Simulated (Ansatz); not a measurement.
Species: PN (charge +1, doublet). 
Coordinates optimised at B3LYP-D3(BJ)/def2-TZVP (Ansatz, a quantum-chemistry and plane-wave program):
```
N
P 1 1.4748
```
Charge +1, spin multiplicity 2.

Basis-set convergence of Hartree-Fock and CCSD correlation energies (hartree) with Ansatz. Valence correlation only, unless marked. UHF or UKS for open shells. Spin-orbit coupling is left out. No relativistic terms.

The UHF reference is spin-contaminated (<S^2> 0.65 over the pure value in the largest basis). The T1 diagnostic of CCSD in the largest basis is 0.092, which is high, so the coupled-cluster rows are less sure than usual.

```csv
basis,functions,E(HF),"E(corr, CCSD)"
aug-cc-pV(D+d)Z,55,-394.78217,-0.25274
aug-cc-pV(T+d)Z,101,-394.80862,-0.29307
aug-cc-pV(Q+d)Z,169,-394.81542,-0.30615
```

Extrapolating the two largest sets (X = 3 and 4) as X^-3: E(corr) = (64·(-0.30615) - 27·(-0.29307))/37 = -0.3157 Eh, an estimate of the basis-set limit. The largest set recovers 97.0 % of it, the smallest 80.1 %.
